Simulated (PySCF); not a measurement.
The multiplicity is imposed and other spin states were not computed.

B3LYP has the VWN-RPA correlation part, as in Gaussian. 

# [Ag(CO)(H)] (charge 0, multiplicity 1)

Calculation: PySCF 2.14.0 with B3LYP-D3(BJ)/def2-TZVP // r2SCAN-D4/def2-SVP.

```json
{
  "HOMO": "-6.72 eV",
  "dipole_moment": "3.65 D",
  "LUMO": "-2.64 eV",
  "HOMO–LUMO gap": "4.08 eV",
  "charge on the central atom (Mulliken)": "-0.01 e",
  "mean C–O bond length of the carbonyls": "1.133 Å",
  "total_energy": "-7102.46 eV",
  "cost": "around 20 core-seconds (rough)"
}
```

```xyz
4

Ag     0.1020     0.0427     0.0118
O      2.4217     2.1152     0.6117
C      1.5892     1.3779     0.3944
H     -1.0850    -1.0339    -0.2901
```
Charge 0, spin multiplicity 1.
